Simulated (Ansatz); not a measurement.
`OC([SiH3])O[SiH3]` at its PBE0-D4/def2-TZVP geometry, where that method's forces vanish. Total charge 0; spin multiplicity 1.

```xyz
13

O     0.2062    1.5815    0.0354
C    -0.3659    0.3348    0.3403
Si   -2.0874    0.1057   -0.4546
O     0.4455   -0.7325   -0.0927
Si    2.0461   -0.8358    0.3281
H     0.1953    1.7011   -0.9204
H    -0.4281    0.3288    1.4365
H    -2.5998   -1.2683   -0.2290
H    -1.9236    0.3615   -1.9122
H    -3.0320    1.1001    0.1164
H     2.4285   -2.2471    0.0887
H     2.2132   -0.4808    1.7633
H     2.9021    0.0510   -0.5000
```

**Question.** What forces (eV/Å) does r2SCAN-D4/def2-TZVPP give on these atoms in Ansatz? (An estimate is asked.)

**Answer.** Ansatz gave: 
```
O1   0.160  0.332  0.008
C2  -0.361 -0.041  0.163
Si3 -0.072 -0.008 -0.030
O4   0.157 -0.287 -0.129
Si5  0.075 -0.018  0.012
H6  -0.003 -0.010 -0.060
H7   0.025  0.011  0.024
H8   0.006  0.025 -0.007
H9   0.004 -0.005  0.032
H10  0.020 -0.019 -0.013
H11 -0.003  0.038  0.007
H12  0.003 -0.002 -0.027
H13 -0.010 -0.017  0.021
```
